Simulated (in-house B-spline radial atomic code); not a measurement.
What moves the levels of Ru ([Kr] 4d7 5s1)? Level of theory: Dirac-Hartree-Fock, average of configuration, Fermi nucleus of rms radius 4.4809 fm; calculated with an all-electron radial atomic-structure program (B-spline basis).

Baseline run (computed): total energy -4529.2694 hartree, 1s1/2 at -817.7022 hartree, 5s1/2 at -6.0737 eV with <r> = 3.697 bohr.

Scaling the speed of light c (a factor of 100 is close to the non-relativistic limit):

```csv
c/c0,ΔE (hartree),5s1/2 level (eV),5s1/2 <r> (bohr)
0.95,-10.05,-6.11985,3.677
0.98,-3.822,-6.09117,3.689
1.02,3.5839,-6.0574,3.704
2,66.716,-5.7842,3.833
100,87.844,-5.69843,3.877
```

Changing the nucleus:

```
                                          nucleus   ΔE (eV)
         Gaussian nucleus of rms radius 4.4809 fm  -0.00523
uniform spherical nucleus of rms radius 4.4809 fm   0.00217
           Gaussian nucleus of rms radius 0.01 fm     -2.04
            Fermi nucleus of rms radius 4.3913 fm   -0.0764
            Fermi nucleus of rms radius 4.5705 fm    0.0778
```

A larger nucleus binds the electrons less, roughly as the density at the nucleus times the change of the nuclear <r²>. At equal rms radius the shape enters only through higher moments. A radius of 0.01 fm is nearly a point.

The nuclear charge is raised by 0.1. What does the Hellmann-Feynman theorem predict for the energy, and what is found?

dE/dZ ≈ -Σ<1/r>, which is -249.122 at the start and -249.907 at the end; their mean times 0.1 is -24.951 hartree, and the two runs differ by -24.951 hartree.
